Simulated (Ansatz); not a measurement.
Cartesian coordinates in Å:
```
C 0.0332 0.9647 0.6721
N 0.3837 -0.2443 0.8583
C 0.0187 -0.7898 -0.4300
Se -0.6454 0.9739 -1.1038
H 0.1150 1.7827 1.3833
H -0.7757 -1.5335 -0.3762
H 0.8705 -1.1536 -1.0037
```

Total charge 0; spin multiplicity 1.

Question: List the PBE0/def2-TZVPP orbital energies in eV (Ansatz). (Best estimate.)

Answer: Computed: Occupied: -12361.87, -1584.66, -1421.69, -1421.66, -1421.61, -391.66, -280.29, -280.11, -215.08, -158.66, -158.57, -158.38, -58.67, -58.67, -58.49, -58.42, -58.39, -27.17, -20.15, -19.48, -15.65, -13.41, -12.76, -12.37, -9.61, -9.43, -7.52, -6.88. Lowest empty: -1.12, -0.46, 1.11, 1.79, 2.71, 2.97, 3.30, 4.29.
